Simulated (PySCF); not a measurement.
GeH3, SMILES [GeH3], multiplicity 2. Atoms are numbered in the order given.

```xyz
4

Ge     0.0000     0.0000     0.0407
H     -1.2656    -0.7307    -0.4342
H      0.0000     1.4614    -0.4342
H      1.2656    -0.7307    -0.4342
```
Charge 0, spin multiplicity 2.

Geometry optimised at ωB97X-D3(BJ)/def2-TZVPD. The isomer is the one that the SMILES or the coordinates give; other isomers of the formula were not compared.

Method: TDA-PBE/def2-TZVPD in PySCF.

Vertical excitations; the highest root listed may be one member of a degenerate set. Isolated molecule, no solvent.

Computed UV-visible absorptions:
| state | energy (eV) | λ (nm) | f | main pairs |
|---|---|---|---|---|
| root 1 | 4.61 | 269 | 0.004 | β HOMO→LUMO (degenerate set) |
| root 2 | 4.61 | 269 | 0.004 | β HOMO−1→LUMO (degenerate set) |
| root 3 | 4.71 | 263 | 0.031 | α HOMO→LUMO 100 % |
| root 4 | 5.48 | 226 | 0.034 | α HOMO→LUMO+1 (degenerate set) |
| root 5 | 5.48 | 226 | 0.034 | α HOMO→LUMO+2 (degenerate set) |
| root 6 | 6.10 | 203 | 0.186 | α HOMO→LUMO+3 98 % |
| root 7 | 6.83 | 181 | 0.066 | α HOMO→LUMO+5 (degenerate set) |
| root 8 | 6.83 | 181 | 0.066 | α HOMO→LUMO+4 (degenerate set) |
| root 9 | 7.48 | 166 | 0.002 | α HOMO→LUMO+6 (degenerate set) |
| root 10 | 7.48 | 166 | 0.002 | α HOMO→LUMO+7 (degenerate set) |
Unrestricted roots are not spin-pure.
